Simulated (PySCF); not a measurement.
S₄, SMILES S1SSS1.

Coordinates come from a B3LYP-D3(BJ)/def2-SVP optimisation.

Two levels are set side by side: PBE/def2-TZVPD (PySCF) and M06-2X/def2-TZVPD (PySCF). Same geometry, gas phase. Differences are taken from unrounded values.

```tsv
quantity	PBE
orbital gap (eV)	1.16
highest occupied level (eV)	-5.25
lowest empty level (eV)	-4.09
mean polarisability (bohr³)	82.7
```

These are the PBE values. What does M06-2X give? (An estimate is asked for; the answer gives what the named calculation found.)


| quantity | M06-2X | PBE minus M06-2X |
|---|---|---|
| orbital gap (eV) | 5.22 | -4.06 |
| highest occupied level (eV) | -7.50 | 2.24 |
| lowest empty level (eV) | -2.27 | -1.82 |
| mean polarisability (bohr³) | 80.8 | 1.9 |

Without exact exchange PBE keeps part of each electron's self-repulsion, which lifts occupied levels and narrows the gap. Differences between two approximate levels are no errors against the true value.

Rough cost on one machine, each run with all the roots and properties that it gave: M06-2X against PBE about 4 times.
